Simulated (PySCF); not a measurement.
Excitations are Tamm–Dancoff values on a coarser integration grid. The basis has no diffuse functions, so Rydberg states are missing or too high.

Cartesian coordinates (Å):
SMILES: BrC(Br)Br
```xyz
5

Br    -1.2040    -1.4327    -0.3843
C      0.0051     0.0008     0.1239
Br    -0.6630     1.7403    -0.4262
Br     1.8122    -0.3158    -0.5159
H      0.0497     0.0074     1.2026
```
Charge 0, multiplicity 1.

Problem. Give the S1 excitation (TDA), dipole moment, LUMO, HOMO, HOMO–LUMO gap, total energy, S1–T1 gap (TDA) and T1 excitation (TDA) at the level M06-2X/def2-TZVP // B3LYP-D3(BJ)/def2-TZVP in PySCF.

Solution. 
| Property | Value |
|---|---|
| S1 excitation (TDA) | 5.00 eV |
| dipole moment | 0.93 D |
| LUMO | -1.08 eV |
| HOMO | -9.39 eV |
| HOMO–LUMO gap | 8.31 eV |
| total energy | -211194.88 eV |
| S1–T1 gap (TDA) | 0.49 eV |
| T1 excitation (TDA) | 4.51 eV |
